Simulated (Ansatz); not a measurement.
C₂H₉CuN₂, SMILES `C[N](C)[Cu-][NH3+]`, one more setting.

```yaml
crystal:
  periodic: [false, false, false]
  atoms:
    - {symbol: C, position_ang: [-1.646965, 0.663444, 0.727603]}
    - {symbol: N, position_ang: [-0.262505, 0.315462, 0.632892]}
    - {symbol: C, position_ang: [0.247748, -0.109341, 1.900182]}
    - {symbol: Cu, position_ang: [0.524758, -0.140156, -0.937099]}
    - {symbol: N, position_ang: [1.400896, -0.537405, -2.615014]}
    - {symbol: H, position_ang: [-1.814134, 1.471870, 1.465526]}
    - {symbol: H, position_ang: [-2.034640, 1.021927, -0.230596]}
    - {symbol: H, position_ang: [-2.297866, -0.176230, 1.047724]}
    - {symbol: H, position_ang: [0.132874, 0.678043, 2.670163]}
    - {symbol: H, position_ang: [1.314641, -0.344546, 1.842079]}
    - {symbol: H, position_ang: [-0.260985, -1.006882, 2.308634]}
    - {symbol: H, position_ang: [0.890780, -0.133752, -3.394615]}
    - {symbol: H, position_ang: [1.460527, -1.537859, -2.774479]}
    - {symbol: H, position_ang: [2.344891, -0.164585, -2.643002]}
basis:
  gaussian: {orbitals: cc-pVDZ, final_grid: {core_spheres: 5, valence_spheres: 4, degree: 11}}
hamiltonian: {xc: {name: PBEsol}, dispersion: d3bj}
```

```sh
$ ansatz run in.yaml --threads 2 --pin off --events-out ev --progress --plain --max-ram 32768MiB --backend cpu
```

Output, abridged:

```
Functional definition: PBEsol
1816 factors; their error is unknown
mean field evaluation 1: about -49754.1095 eV, gradient 9.4e1 eV
mean field evaluation 2: about -49352.4713 eV, gradient 5.1e2 eV
mean field evaluation 4: about -49769.6019 eV, gradient 4.9e1 eV
mean field evaluation 8: about -49772.9223 eV, gradient 7.0e-1 eV
mean field evaluation 16: about -49772.8944 eV, gradient 1.2e-3 eV
mean field -49772.89443650 eV, -1829.1201332618 hartree, gradient 1.3e-5 eV, S^2 0.000000; 0 other end points of the search recorded, 0 dependent functions left out
reference -49772.89447538 eV, -1829.1201346908 hartree; 32, 32 occupied and 112, 112 virtual orbitals, 1816 factors
Total energy: -49773.00010807 eV, -1829.1240166205 hartree
```

Hardware: 2 threads of an AMD EPYC 7R13 on a shared host. Wall time 1.2 s, peak host memory 0.23 GiB.
